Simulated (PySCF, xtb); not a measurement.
VOBr2, SMILES [O]=[V]([Br])[Br] (connectivity only; charge and spin as stated), neutral, multiplicity 2.

Harmonic wavenumbers (cm⁻¹) from GFN2-xTB in xtb at its own minimum, in rising order: 63, 92, 154, 284, 402, 1043.

Problem. What does B3LYP-D3(BJ)/def2-SVP (PySCF) give at its own minimum? (The exact figures need the calculation; the answer reports its results.)

Solution. 53, 80, 198, 268, 425, 1148. Paired by order, the mean absolute difference is 35 cm⁻¹ and the zero-point energies are 2.9 and 3.1 kcal/mol.
